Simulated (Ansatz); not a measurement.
Program: Ansatz. Geometries: PBE0-D4/def2-TZVP. ΔE: electronic, gas phase. CCSD(T)/CBS adds triple-zeta CCSD(T) − MP2 to the extrapolated MP2 energy (def2 sets, frozen cores). This one scheme is used for every species. DFT in def2-TZVPP. B3LYP here is the variant with VWN-RPA as its local correlation; programs differ in this. One conformer a species, not always the lowest.

Consider the hydrogenolysis of the Al–B bond: `[BH2][AlH][BH]O` + H₂ → `[BH2][AlH2]` + `BO`.

| level | ΔE (eV) |
| --- | --- |
| B3LYP-D4 | -0.58 |
| r2SCANh-D4 | -0.54 |
| CAM-B3LYP-D4 | -0.65 |
| MP2/CBS(def2) | -0.60 |

Q: What does CCSD(T)/CBS give? (An estimate is asked.)

A: Ansatz gave: -0.57 eV. The listed levels differ from it by -0.01, 0.03, -0.08, -0.03 eV.

Largest T1 diagnostic among the species: 0.014.

From r2SCAN to r2SCAN0 (25 % exact exchange), in def2-TZVPP and without D4, ΔE moves by −0.06 eV. The D4 term adds +0.05 eV with B3LYP and +0.03 eV with PBE0; it sums over pairs of atoms, weighted by their polarisabilities, and B3LYP, whose exchange is more repulsive, gets the larger term.
